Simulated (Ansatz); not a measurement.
FGeH9Si3 (`[F][Ge]([SiH3])([SiH3])[SiH3]`), relaxed with RKS PBE-D4/def2-SVP in Ansatz from a rough embedded geometry. The force threshold is 0.03 eV/Å; the program also tests the step.

Total charge 0; spin multiplicity 1.

Start:

```xyz
14

F    -1.142   -2.091   -0.142
Ge   -0.318   -0.576   -0.056
Si   -1.329    0.722    1.535
Si   -0.321    0.597   -2.060
Si    1.895   -0.980    0.534
H    -2.718    1.021    1.167
H    -0.574    2.037    1.680
H    -1.259    0.081    2.852
H    -1.794    0.829   -2.438
H     0.345    1.820   -1.936
H     0.257   -0.293   -3.099
H     1.910   -1.650    1.849
H     2.561    0.292    0.609
H     2.487   -1.808   -0.494
```

(1) How much energy does the relaxation release, and in how many steps? (An estimate is asked.)

(2) Which bonds change most? (Best estimate.)

(3) Give the relaxed structure. (Estimate.)

## Answers

(1) Ansatz gave: 0.51 eV, in 3 steps.

(2) Computed: Ge2–Si3 from 2.289 to 2.405 Å; Si4–H10 from 1.398 to 1.507 Å; Ge2–Si4 from 2.322 to 2.405 Å; Ge2–Si5 from 2.326 to 2.405 Å.

(3) Computed: 
```xyz
14

F    -1.158   -2.038   -0.183
Ge   -0.278   -0.491   -0.039
Si   -1.405    0.786    1.660
Si   -0.402    0.566   -2.195
Si    1.983   -1.042    0.567
H    -2.833    1.043    1.267
H    -0.683    2.102    1.789
H    -1.365    0.068    2.981
H    -1.833    0.836   -2.571
H     0.340    1.875   -2.107
H     0.243   -0.295   -3.245
H     2.024   -1.743    1.897
H     2.756    0.248    0.664
H     2.612   -1.915   -0.484
```
